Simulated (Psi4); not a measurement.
A dimer, H3N ··· BCl3 (SMILES N and ClB(Cl)Cl); the first 4 atoms form monomer A.

```
8

N      0.0027     0.0014     0.2791
H      0.9357    -0.1080    -0.1017
H     -0.5623    -0.7579    -0.0837
H     -0.3761     0.8645    -0.0936
Cl     1.2729     1.9889     2.0299
B      0.7229     0.4499     2.6419
Cl    -0.8952     0.2911     3.2764
Cl     1.7918    -0.9296     2.6218
```

Q: What interaction energy does Psi4 1.11 with SAPT0/jun-cc-pVDZ, frozen core give, and which attractive term is the largest?

A: Total -4.00 kcal/mol: electrostatics -20.53, exchange 28.68, induction -6.41, dispersion -5.74. The most attractive term is electrostatics.
